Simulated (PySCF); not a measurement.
CH3AlCl2. Atoms are numbered in the order given.

```xyz
7

Al     0.2700    -0.1007     0.1815
Cl    -1.4530    -1.2991     0.0201
Cl     0.2179     1.7568    -0.8079
C      1.8338    -0.6796     1.1643
H      2.3082     0.1619     1.6941
H      2.5824    -1.0867     0.4624
H      1.5920    -1.4703     1.8914
```
Charge 0, spin multiplicity 1.

Geometry: B3LYP-D3(BJ)/def2-SVP.

Level of theory: HF/def2-TZVPD run with PySCF.

Mulliken values depend strongly on the basis, most of all with diffuse functions as here. Atomic charges (e):

```
atom  meta-Löwdin  Mulliken
----  -----------  --------
Al1          1.02      0.87
Cl2         -0.38     -0.37
Cl3         -0.38     -0.38
C4          -0.63     -0.63
H5           0.12      0.17
H6           0.12      0.14
H7           0.12      0.19
```
